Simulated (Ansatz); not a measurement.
Total energies of GaCl2(SiH3) (GaSiH₃Cl₂) from Ansatz at PBE0-D4/def2-TZVP, gas phase (1 Eh = 27.2114 eV = 2625.5 kJ/mol). The reference geometry is relaxed at PBE-D4/def2-SVP.

| atom | x (Å) | y (Å) | z (Å) |
| --- | --- | --- | --- |
| Ga1 | -0.5349 | -0.7074 | 0.8708 |
| Cl2 | -1.8035 | -2.4035 | 0.4111 |
| Cl3 | -0.2785 | -0.3807 | 2.9980 |
| Si4 | 0.4899 | 0.6677 | -0.8118 |
| H5 | 0.6805 | 2.0570 | -0.2746 |
| H6 | -0.3808 | 0.6930 | -2.0350 |
| H7 | 1.8273 | 0.0739 | -1.1585 |

| state | geometry | energy (Eh) |
| --- | --- | --- |
| charge 0 singlet | reference | -3136.03077 |
| charge 1 doublet | reference | -3135.65098 |
| free Ga atom (doublet) | – | -1924.55212 |
| free Cl atom (doublet) | – | -459.99739 |
| free Si atom (triplet) | – | -289.24943 |
| free H atom (doublet) | – | -0.50104 |

Work out the vertical ionisation energy to the doublet.

E(charge 1 doublet) − E(charge 0 singlet) = -3135.65098 − (-3136.03077) = 0.37979 Eh = 10.33 eV. For comparison, −ε of the highest occupied level is 8.46 eV at this level, 1.87 eV less.

What is the binding energy per atom against free atoms?

Atoms: 1 × (-1924.55212) + 2 × (-459.99739) + 1 × (-289.24943) + 3 × (-0.50104) = -3135.29945 Eh. Binding: -3135.29945 − (-3136.03077) = 0.73132 Eh = 19.90 eV, or 2.84 eV for each of 7 atoms (no zero-point energy, no counterpoise term).
